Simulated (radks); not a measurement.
The numbers below are computed, except where a source is named.
Problem. Successive ionisation energies (eV) of one element, from differences of total energies of ions in their ground configurations, starting at charge 22: 638.72, 684.45, 731.27, 779.14, 828.05, 877.95, 1132.6, 1181.8, 1231.3, 1281.3, 1331.7, 1395.9, 1448.3, 1501.1, 1554.4, 1608.0, 1856.0, 1909.3, 1962.0, 2030.0, 2084.8, 2138.9. Code: a radial shooting solver on a logarithmic mesh with Libxc functionals. Model: scalar-relativistic Kohn-Sham, exchange-only LDA, spin-polarised, spherical densities, point nucleus; open shells are filled with parallel spins first (spin-orbit coupling, left out, can overturn this in heavy ions). Which element is it?

Solution. Tungsten (Z = 74). The first species listed is W22+ in [Kr] 4d10 4f6, the last W43+ in [Ar] 3d10 4s2 4p1.
